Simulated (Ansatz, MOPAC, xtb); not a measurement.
The molecule BeN, multiplicity 4 (lowest of 2S+1 = 2, 4 at CCSD(T)/def2-TZVPP on PBE0 minima; our sources give no spin for the ground state, which may be another).

Seven points along R, fitted to fifth degree in 1/R; most abundant isotopes. Runs in def2 and cc sets follow the lowest solution found near the PBE0 minimum.

Programs: Ansatz (Gaussian orbitals); MOPAC for PM3, PM6, PM7 (differences of heats of formation); xtb for the GFN methods.  The GFN methods have no spin term and hold the electronic entropy of 300 K.

| level | r_e (Å) | ω_e (cm⁻¹) | B_e (cm⁻¹) | α_e (cm⁻¹) | D_e (eV) | dipole (D) |
|---|---|---|---|---|---|---|
| PM3 | 1.571 | 1152 | 1.25 | 0.012 | - | - |
| PM6 | 1.613 | 1111 | 1.18 | 0.010 | - | - |
| PM7 | 1.594 | 1132 | 1.21 | 0.011 | - | - |
| GFN1-xTB | 1.582 | 860 | 1.23 | 0.020 | - | - |
| GFN2-xTB | 1.557 | 934 | 1.27 | 0.022 | - | - |
| SVWN5/def2-TZVPP | 1.607 | 922 | 1.19 | 0.018 | 2.41 | 1.13 |
| PBE/def2-TZVPP | 1.620 | 905 | 1.17 | 0.017 | 2.22 | 1.17 |
| r2SCAN/def2-TZVPP | 1.615 | 913 | 1.18 | 0.018 | 2.06 | 1.32 |
| B97M-V/def2-TZVPP | 1.612 | 918 | 1.18 | 0.017 | 1.74 | 1.24 |
| B3LYP/def2-TZVPP | 1.607 | 933 | 1.19 | 0.017 | 2.01 | 1.34 |
| PBE0/def2-TZVPP | 1.605 | 944 | 1.19 | 0.017 | 2.01 | 1.32 |
| BHLYP/def2-TZVPP | 1.594 | 970 | 1.21 | 0.017 | 1.79 | 1.47 |
| CAM-B3LYP/def2-TZVPP | 1.599 | 955 | 1.20 | 0.017 | 2.00 | 1.37 |
| wB97X-V/def2-TZVPP | 1.610 | 942 | 1.19 | 0.016 | 1.84 | 1.35 |
| wB97M-V/def2-TZVPP | 1.603 | 945 | 1.20 | 0.017 | 1.71 | 1.37 |
| B2PLYP/def2-TZVPP | 1.607 | 940 | 1.19 | 0.017 | 1.82 | - |
| CCSD/aug-cc-pVTZ | 1.611 | 933 | 1.18 | 0.017 | 1.31 | - |
| CCSD/def2-TZVPP | 1.613 | 925 | 1.18 | 0.018 | 1.18 | - |
| CCSD/aug-cc-pVQZ | 1.603 | 945 | 1.20 | 0.017 | 1.40 | - |
| CCSD/def2-QZVPP | 1.601 | 948 | 1.20 | 0.017 | 1.39 | - |
| CCSD(T)/aug-cc-pVTZ | 1.616 | 919 | 1.18 | 0.017 | 1.41 | - |
| CCSD(T)/def2-TZVPP | 1.618 | 912 | 1.17 | 0.018 | 1.26 | - |
| CCSD(T)/aug-cc-pVQZ | 1.608 | 931 | 1.19 | 0.017 | 1.51 | - |
| CCSD(T)/def2-QZVPP | 1.606 | 935 | 1.19 | 0.017 | 1.48 | - |
| CCSD(T)/CBS(aug-cc-pVTZ, aug-cc-pVQZ) | 1.604 | 940 | 1.19 | 0.017 | - | - |

D_e counts from each atom's lowest state at the same level, without counterpoise or zero-point energy.

Correlated levels freeze the inner cores; with def2 sets outer-core shells near the valence are correlated too. CBS: X⁻³ extrapolation of the correlation energy, Hartree–Fock from the larger set. The state that PM3, PM6, PM7 reach isn't checked; PM7 holds dispersion and hydrogen-bond terms.

Ansatz is a quantum-chemistry and plane-wave program.
